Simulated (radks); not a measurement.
Values are calculated unless marked as measured or tabulated.
Question: Mean orbital radii <r> (bohr) of the tungsten ion W2+, [Xe] 4f14 5d4, of relativity; Dirac values are averaged over j with weights 2j + 1. Spin-unpolarised spherical Kohn-Sham, PBE, point nucleus unless stated (finite: rms radius 5.3658 fm), a radial shooting solver on a logarithmic mesh with Libxc functionals. A level marked "c x" has the speed of light scaled by that factor and shares open shells by 2j + 1; other Dirac levels either fill j = l - 1/2 first or share by 2j + 1.

shell       non-rel.
3s            0.2197
3p            0.2097
3d            0.1839
4s            0.4898
4p            0.4970
4d            0.5137
5s             1.170
4f            0.5888
5p             1.294
5d             1.839
6s (empty)     3.043
6p (empty)     3.615

Give the values at the level "Dirac, 2j+1 shares, finite nucleus".

Answer: 
shell       Dirac, 2j+1 shares, finite nucleus  change of magnitude (%)
3s                                      0.2006                    -8.70
3p                                      0.2004                    -4.46
3d                                      0.1824                    -0.85
4s                                      0.4495                    -8.24
4p                                      0.4767                    -4.07
4d                                      0.5116                    -0.40
5s                                       1.068                    -8.65
4f                                      0.6084                    +3.32
5p                                       1.245                    -3.76
5d                                       1.880                    +2.21
6s (empty)                               2.798                    -8.05
6p (empty)                               3.502                    -3.11
